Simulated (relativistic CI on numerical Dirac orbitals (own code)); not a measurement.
**One change at a time: Ir⁵⁺**

Base calculation: Dirac-Coulomb-Breit CI, orbitals from a KLI potential per configuration, model QED, valence Slater integrals scaled by 0.85, P86 correlation energy added to each configuration.

Configuration list (outside the closed core [Kr] 4d10 4f14 5s2): 5p6 5d4, 5p6 5d3 6s, 5p6 5d3 5f, 5p6 5d3 6p, 5p6 5d3 5g, 5p5 5d5, 5p6 5d3 6d, 5p6 5d2 6s 6p, 5p6 5d3 7s, 5p6 5d3 7p, 5p6 5d3 6f, 5p6 5d3 7d, 5p6 5d2 6s2, 5p6 5d 5f 6s2, 5p6 5d 6s2 6p, 5p6 5d 5g 6s2, 5p6 5d 6s2 6d, 5p6 5d2 6p2, 5p6 5d 6s 6p2, 5p6 5d 5f 6p2, 5p6 5d 6p3, 5p6 5d 5g 6p2, 5p6 5d 6p2 6d. Double excitations out of closed p, d and f shells are left out; levels of such configurations are missing from the list, as are those of other unlisted configurations, and high levels can miss mixing partners.

The lowest level and the first level of each name with at least 55 % of one term (blank where a level has no safe partner in the second run):

| Level | Base (cm⁻¹) | Shift (cm⁻¹) |
| --- | --- | --- |
| 5p6 5d4 5D_0 | 0.0 | 0.0 |
| 5p6 5d4 5D_1 | 5271.1 | +0.6 |
| 5p6 5d4 5D_2 | 9740.2 | +0.9 |
| 5p6 5d4 5D_3 | 13123.9 | +0.9 |
| 5p6 5d4 5D_4 | 15163.8 | +0.6 |
| 5p6 5d4 3H_4 | 23207.8 | +0.4 |
| 5p6 5d4 3G_3 | 27392.2 | -0.3 |
| 5p6 5d4 3F_2 | 28103.1 | -1.9 |
| 5p6 5d4 3P_1 | 28866.3 | -2.7 |
| 5p6 5d4 3H_5 | 28938.1 | +0.3 |
| 5p6 5d4 3H_6 | 31458.4 | +0.3 |
| 5p6 5d4 3G_4 | 34310.8 | -0.2 |
| 5p6 5d4 3G_5 | 42745.3 | -0.2 |
| 5p6 5d4 3D_1 | 44700.6 | -1.1 |
| 5p6 5d4 1I_6 | 44815.9 | +0.2 |
| 5p6 5d4 1S_0 | 51077.1 | -1.9 |
| 5p6 5d4 1F_3 | 53702.0 | -2.3 |
| 5p6 5d3 6s 5F_1 | 112560.3 | -517.7 |
| 5p6 5d3 6s 5F_2 | 115549.2 | -517.2 |
| 5p6 5d3 6s 5F_3 | 120909.6 | -518.0 |
| 5p6 5d3 6s 5F_4 | 125855.2 | -518.0 |
| 5p6 5d3 6s 5F_5 | 129758.6 | -517.6 |

At this charge configurations can still be misplaced by up to about 7 % of their energy. Levels and lines within the n = 5 or 6 shells can be off by up to 10 % or somewhat more, and those that change n by about 2 %, since core polarisation is missing.

(1) One thing was changed in a second run, which moved the levels as shown. Which?
A. valence Slater integrals scaled by 0.75
B. Breit term removed
C. self-excluded LDA correlation estimate
D. QED terms removed
E. configuration mixing switched off

## Answers

(1) C. Self-excluded LDA correlation estimate. A correlation estimate moves all levels of a configuration together before mixing; mixed levels move by a weighted share.

LS names give the leading component of a level, which can be under half, so a name can repeat, a term be missing and a line seem to break the LS rules.
